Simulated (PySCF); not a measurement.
## Stretching MgSb⁺

Set-up: PySCF, spin-free X2C with a Gaussian nucleus, basis sets Mg x2c-SVPall, Sb x2c-SVPall. Energies in eV from Mg⁺ + Sb in their ground configurations at the same level. State: ³Σ⁻ (triplet), unpaired electrons π ↑↑.

All columns are PBE0. A positive dipole points towards Sb; it is taken about the centre of mass and depends on that origin.

```tsv
R (Å)	E (eV)	μ (D)	Mulliken charge on Mg (basis-dependent)	HOMO (eV)	LUMO (eV)	Mayer bond order	⟨S²⟩
2.385	-1.157	-8.35	0.65	-11.69	-8.32	1.53	2.02
2.496	-1.447	-8.58	0.65	-11.53	-8.15	1.47	2.02
2.607	-1.603	-8.77	0.66	-11.41	-8.17	1.40	2.03
2.690	-1.656	-8.88	0.66	-11.33	-8.20	1.34	2.04
2.773	-1.669	-8.98	0.66	-11.27	-8.23	1.28	2.06
2.856	-1.652	-9.05	0.66	-11.22	-8.26	1.22	2.07
2.967	-1.597	-9.12	0.66	-11.17	-8.29	1.13	2.10
3.106	-1.496	-9.20	0.65	-11.13	-8.33	1.03	2.16
3.272	-1.352	-9.29	0.64	-11.09	-8.39	0.91	2.23
3.494	-1.156	-9.52	0.65	-11.04	-8.48	0.76	2.35
```

A fit through these points gives, at Re = 2.764 Å, μ = -8.97 D and dμ/dR = -1.03 D/Å; the reduced mass is 20.01 u.

**Question.** How strong is the fundamental in the double-harmonic approximation, I = 42.26·(dμ/dR)²/μred km/mol?

**Answer.** I = 42.26·(-1.03)²/20.01 = 2.24 km/mol at PBE0.

⟨S²⟩ of the unrestricted solution departs from its pure value on part of the curve, where spin states mix. Spin–orbit coupling is left out, which matters for elements this heavy, above all for dissociation energies. For an ion De counts to the pair picked by the measured ionisation energies or electron affinities, which need not be the lowest pair at this level. The state was picked by a PBE0 search and need not be the measured ground state.
